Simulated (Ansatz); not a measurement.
H4B2Si, SMILES `B1B[SiH2]1` (charge 0, multiplicity 1).

Cartesian coordinates (Å):
```xyz
7

B     -1.1598    -0.5822     0.1558
B     -0.9853     0.8280    -0.2335
Si     0.8166    -0.0941     0.0297
H     -1.2338    -1.7113     0.4665
H     -0.7789     1.9418    -0.5394
H      1.8129     0.9609    -0.2556
H      1.5283    -1.3431     0.3766
```
Charge 0, spin multiplicity 1.

Frozen-core energies in cc-pVTZ from Ansatz (a first-principles code) at a geometry from B3LYP-D3(BJ)/def2-TZVP; the HF reference has <S^2> = 0.00 and the T1 diagnostic is 0.014.

```json
[
 {"level": "HF", "energy (Ha)": "-340.53537"},
 {"level": "MP2", "energy (Ha)": "-340.87090"},
 {"level": "CCSD", "energy (Ha)": "-340.90535"}
]
```

Q: Estimate the energies of CCSD(T), CCSDT and CCSDT(Q), and give each level's difference from CCSDT(Q).

A: 
```csv
level,energy (Ha),difference from CCSDT(Q) (mHa)
MP2,-340.87090,57.28
CCSD,-340.90535,22.83
CCSD(T),-340.92559,2.59
CCSDT,-340.92666,1.52
CCSDT(Q),-340.92818,0.00
```
